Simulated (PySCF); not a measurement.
[C6H6FNO]+: g tensor and hyperfine couplings

Species: C6H6FNO (charge +1 and doublet state).
Structure used (GFN2-xTB), in Å, numbered top down from 1:
```xyz
15
C6H6FNO angstrom
F      0.817    1.014    1.933
C      1.352    0.401    0.928
O      2.642    0.211    0.902
N      2.954   -0.494   -0.220
C      1.885   -0.667   -0.917
C      0.737   -0.125   -0.236
C     -0.635   -0.185   -0.602
C     -1.639    0.898   -0.088
C     -1.740   -0.440    0.469
H      1.919   -1.195   -1.851
H     -0.823   -0.588   -1.589
H     -1.239    1.700    0.515
H     -2.322    1.216   -0.866
H     -2.508   -1.118    0.119
H     -1.405   -0.619    1.482
```

The hyperfine couplings belong to this conformer and change with its torsions.

The species is `F[C]1ON=C[C+]1C1CC1` [radical] (charge +1).

Method: UKS B3LYP, pcH-1 on C F H N O, non-relativistic, mean-field spin-orbit, GIAO in PySCF 2.14.0. Isolated species at its GFN2-xTB geometry (one conformer only). Couplings are sensitive to structure, and on GFN2-xTB geometries they can be far from those on DFT ones, by a factor of two or more for some ions and for spin on atoms past the first row. Stability of the SCF solution: not tested.

```
g1, g2, g3                      : 2.00234, 2.00290, 2.00448
g_iso                           : 2.00324
Form of g                       : rhombic: the two nearest values differ by 26 % of g3 − g1
⟨S²⟩                            : 0.7555 (exact 0.7500)
α and β electrons               : 33, 32
HOMO–LUMO gap, α and β orbitals : 6.04, 3.20 eV
Basis functions                 : 285
```

Hyperfine couplings atom by atom, in MHz; T1 to T3 are the principal values of the dipolar part; ρ(0) is the spin density at the nucleus:

```csv
atom,isotope,a_iso,T1,T2,T3,Mulliken spin population,ρ(0) (bohr⁻³)
F1,19F,63.4,-127.4,-114.2,241.6,0.04,0.0151
C2,13C,19.6,-30.0,-27.9,57.9,0.27,0.0174
O3,17O,-3.5,-8.0,3.8,4.2,0.00,0.0058
N4,14N,7.9,-8.2,-8.0,16.2,0.16,0.0245
C5,13C,-15.6,-9.6,4.4,5.2,-0.08,-0.0139
C6,13C,4.9,-22.2,-19.6,41.8,0.24,0.0043
C7,13C,-1.6,-19.6,-18.4,38.1,0.16,-0.0014
C8,13C,8.5,-12.1,-11.4,23.5,0.10,0.0076
C9,13C,11.2,-12.6,-11.9,24.5,0.10,0.0100
H10,1H,2.0,-2.8,0.0,2.8,0.00,0.0004
H11,1H,-13.3,-8.5,-3.3,11.8,-0.01,-0.0030
H12,1H,-1.4,-6.9,1.0,5.9,0.00,-0.0003
H13,1H,31.6,-6.5,-1.5,8.0,0.01,0.0071
H14,1H,31.4,-6.6,-1.7,8.3,0.01,0.0070
H15,1H,-1.5,-7.0,0.7,6.3,0.00,-0.0003
```

The Mulliken spin populations are largest on C2 (+0.27), C6 (+0.24), C7 (+0.16) and N4 (+0.16). Four atoms exceed +0.15.

The SMILES `F[C]1ON=C[C+]1C1CC1` draws the unpaired electron on C2, whose computed spin population is only +0.27.

Axes: g2 points within 12° of the C2–O3 bond and g3 points within 11° of the C7–H11 bond.

Under fast tumbling the dipolar parts average out, and these isotropic splittings remain: 1 × 19F (F1, I = 1/2, 2 lines) with 2.26 mT, 2 × 1H (H13/H14, I = 1/2, 3 lines) with 1.12 mT, 1 × 1H (H11, I = 1/2, 2 lines) with 0.47 mT, 1 × 14N (N4, I = 1, 3 lines) with 0.28 mT, 1 × 1H (H10, I = 1/2, 2 lines) with 0.07 mT and 2 × 1H (H12/H15, I = 1/2, 3 lines) with 0.05 mT.

Class means assume fast exchange of nuclei equivalent by connectivity; if that motion is slow, each nucleus keeps its own coupling.

The 13C coupling of C2 (19.6 MHz) shows only in satellite lines or after enrichment, since that isotope makes up about 1.07 % of natural carbon.

β density exceeds α density at some nuclei, such as C5 (-0.0139), H11 (-0.0030) and C7 (-0.0014), spin density in bohr⁻³. In a single determinant that takes different orbitals for the two spins, that is spin polarisation.

Time: 88 s (with the writing of density and orbital grids); peak memory 0.97 GiB. Hardware: Arm Neoverse V2, one thread, shared host.
